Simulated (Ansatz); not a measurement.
Calculated with Ansatz (gas phase, PBE0-D4/def2-TZVP geometries, no zero-point term in ΔE). CCSD(T)/CBS is the MP2 limit (def2-TZVPP, def2-QZVPP) plus CCSD(T) − MP2 in def2-TZVPP, frozen cores. This one scheme is used for every species. DFT in def2-TZVPP. Elements past krypton have def2 core potentials. For Sn outer-core shells are correlated without core-valence functions, which leaves a few kJ/mol of doubt a bond. One conformer a species, not always the lowest.

`[SiH3][Sn]([SiH3])([Cl])[Cl]` + `O[Si]S` → `[SiH3]O[Si]S` + `[SiH3][SnH]([Cl])[Cl]`  (cleavage of the Si–Sn bond)

`[SiH3][Sn]([SiH3])([Cl])[Cl]`:

Cartesian coordinates in Å:
```
Si 1.661 -1.642 -0.247
Sn -0.319 -0.044 -0.597
Si -1.231 1.702 1.051
Cl 0.162 1.136 -2.566
Cl -2.145 -1.412 -1.141
H 1.374 -2.504 0.928
H 2.883 -0.837 -0.002
H 1.804 -2.458 -1.476
H -2.382 2.375 0.403
H -1.655 1.008 2.292
H -0.152 2.676 1.354
```

`O[Si]S`:

Z-matrix (Å, degrees):
```
O
Si 1 1.646
H 1 0.960 2 123.1
S 2 2.176 1 104.3 3 -0.0
H 4 1.346 2 99.8 1 -0.0
```

`[SiH3]O[Si]S`:

Z-matrix (Å, degrees):
```
Si
O 1 1.648
H 1 1.483 2 108.6
H 1 1.486 2 110.3 3 120.3
H 1 1.483 2 108.6 3 -119.5
Si 2 1.649 1 141.5 3 -119.9
S 6 2.159 2 100.2 1 179.8
H 7 1.345 6 95.5 2 0.0
```

`[SiH3][SnH]([Cl])[Cl]`:

Cartesian coordinates in Å:
```
Si 0.388 -0.620 -1.202
Sn -0.099 0.588 1.003
Cl -0.907 -0.995 2.512
Cl -1.868 2.059 0.626
H 1.453 -1.625 -0.963
H 0.832 0.383 -2.200
H -0.873 -1.272 -1.628
H 1.074 1.482 1.853
```

```json
{"level": "r2SCANh", "ΔE (kJ/mol)": "-60.0"}
{"level": "SCS-MP2/def2-QZVPP", "ΔE (kJ/mol)": "-71.2"}
```

Problem. What does CCSD(T)/CBS give? (An estimate is asked.)

Solution. Ansatz gave: -61.5 kJ/mol. The listed levels differ from it by 1.5, -9.7 kJ/mol.

Largest T1 diagnostic among the species: 0.015.

Leaving LDA and LC-ωPBE aside and taking each functional with its dispersion term where it has one, the values, not all of them listed here, spread over 31.1 kJ/mol, from BHLYP-D4 to PBE-D4. LDA lies −3.4 kJ/mol from PBE without D4. At CCSD(T), def2-SVP lies −3.0 kJ/mol from the extrapolated value and def2-TZVPP −4.3 kJ/mol.

CCSD(T)/CBS has its own doubt, a few kJ/mol and more with outer-core shells, so smaller differences from it don't rank the levels.
